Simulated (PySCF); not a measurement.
SiHBr, SMILES [SiH]Br (connectivity only; charge and spin as stated), neutral, multiplicity 1.

The structure is a stationary point at B3LYP-D3(BJ)/def2-TZVP.

All values below come from B3LYP-D3(BJ)/def2-TZVP (PySCF).

Frequencies are harmonic and unscaled.

| mode | ν (cm⁻¹) | IR (km/mol) | moving atoms (share of kinetic energy) |
|---|---|---|---|
| 1 | 393 | 64.8 | Si 72 %, Br 27 % |
| 2 | 774 | 41.8 | H 95 % |
| 3 | 2018 | 250.7 | H 96 % |
